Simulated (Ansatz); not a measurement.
Ansatz results at the PBE0-D4/def2-TZVP geometry: HOMO energy (ωB97M-V/def2-TZVPP) -10.43 eV; HOMO energy (PBE0/def2-TZVPP) -8.23 eV; HOMO–LUMO gap (ωB97M-V/def2-TZVPP) 9.78 eV.

Each molecule was computed in one conformer, which needn't be the lowest.

**Question.** Which molecule gave them?
A. `B[SiH2]O[SiH2]F`
B. `C=CC(Cl)OC`
C. `B[Si](O)(F)[SiH3]`
D. `OB(F)[SiH2][SiH3]`

**Answer.** A. The others give `B[Si](O)(F)[SiH3]`: -9.61, -7.59, 8.73; `OB(F)[SiH2][SiH3]`: -10.14, -8.13, 11.24; `C=CC(Cl)OC`: -10.07, -7.84, 11.76.
